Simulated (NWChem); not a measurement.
## Correlation energy of disulfane (H₂S₂)

```
S
H 1 1.3555
S 1 2.0725 2 98.30
H 3 1.3555 1 98.30 2 -91.01
```
Charge 0, spin multiplicity 1.

The numbers come from NWChem runs, not from measurements. All single points use one geometry, from PBE0/def2-SVP, a minimum by its harmonic frequencies. It is one conformer; others weren't searched.

Basis set: def2-TZVP. Each correlation energy counts from its own Hartree-Fock reference.

The correlated methods keep 10 core orbitals frozen. No row is a measurement; the coupled-cluster row has its own basis-set and correlation limits.

**Question.** For the correlation energy, MP2 gives -345.0 mHa and CCSD(T) gives -401.3 mHa. What do CCSD+T(CCSD), CCSD, CR-CCSD[T] give?

**Answer.** CCSD+T(CCSD): -401.6 mHa; CCSD: -384.1 mHa; CR-CCSD[T]: -397.7 mHa.
